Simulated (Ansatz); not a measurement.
System: GeNH$_{4}$, charge 0, doublet. GeNH4 (SMILES [NH][GeH3], doublet).
B3LYP-D3(BJ)/def2-TZVP minimum from Ansatz (a quantum-chemistry and plane-wave program):
```
Ge
H 1 1.5335
H 1 1.5429 2 110.50
H 1 1.5429 2 110.50 3 -121.12
N 1 1.8804 2 107.39 4 -119.44
H 5 1.0272 1 108.09 2 180.00
```
Charge 0, spin multiplicity 2.

Total energies in aug-cc-pVDZ, 13 correlated electrons, 15 frozen orbitals. UHF or UKS for unpaired electrons; spin-orbit terms are left out. Cores are frozen in correlated methods (noble-gas shells, and filled d and f shells in the p block). No relativity.

```csv
method,program,energy (Eh),minus CCSDT(Q) (mEh)
HF,Ansatz,-2132.07006,300.28
MP2,Ansatz,-2132.32130,49.04
CCSD,Ansatz,-2132.36085,9.49
CCSD(T),Ansatz,-2132.36872,1.62
CCSDT(Q),Ansatz,-2132.37034,0.00
```

Rough core times of Ansatz's runs on a shared machine: CCSD(T) 30 s, CCSDT(Q) 20 min.
